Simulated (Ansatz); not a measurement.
`NBCBr` → `NBBr` + `[CH2]` (triplet) at 700 K and 1 bar (formal loss of a carbene).

Calculated with Ansatz (gas phase, PBE0-D4/def2-TZVP geometries, no zero-point term in ΔE). CBS: MP2 limit from def2 TZ/QZ plus the TZ coupled-cluster correction, frozen cores. This one scheme is used for every species. Triplets are unrestricted, without spin–orbit coupling. For Br outer-core shells are correlated without core-valence functions, which leaves a few kJ/mol of doubt a bond. Scalar relativity is left out up to krypton. Each species was taken in one conformer, which may not be the lowest.

| species | CCSD(T)/CBS energy (Eh) | H − E (kJ/mol) | S (J/(mol·K)) |
| --- | --- | --- | --- |
| `NBCBr` | -2693.93222 | 241.1 | 405.0 |
| `NBBr` | -2654.70322 | 151.4 | 344.2 |
| `[CH2]` (triplet) | -39.09499 | 70.4 | 226.8 |

H − E and S are ideal-gas, rigid-rotor, harmonic terms from PBE0-D4/def2-TZVP, for one conformer and one mirror image of each species, with the whole ground term of open shells counted as degenerate. 1 Eh = 2625.50 kJ/mol, R = 8.31446 J/(mol·K).

**Question.** By hand: ΔE, ΔH, ΔS and ΔG.

**Answer.** ΔE = (-2654.70322) + (-39.09499) − (-2693.93222) = 0.13401 Eh = 351.8 kJ/mol. Δ(H − E) = 151.4 + 70.4 − 241.1 = -19.3, so ΔH = 332.5 kJ/mol. ΔS = 344.2 + 226.8 − 405.0 = 166.0 J/(mol·K). ΔG = 332.5 − 700 × (166.0)/1000 = 216.3 kJ/mol.

**Question.** By hand: the equilibrium constant, and the temperature at which ΔG would vanish if ΔH and ΔS stayed fixed.

**Answer.** log₁₀ K = −ΔG/(RT ln 10) = -16.1. ΔG = 0 at ΔH/ΔS = 2003 K.

The number of gas molecules changes by +1, which sets the sign of ΔS. A doubt of 5 kJ/mol in ΔE shifts log₁₀ K by 0.4 here. Other conformers and mirror images would add mixing entropy, several J/(mol·K) or more a flexible species. A triplet takes part, so the spin changes. These are equilibria of isolated gas molecules and say nothing of rates. Largest T1 diagnostic: 0.011 (customary marks: 0.02 for closed shells, 0.045 for open ones).
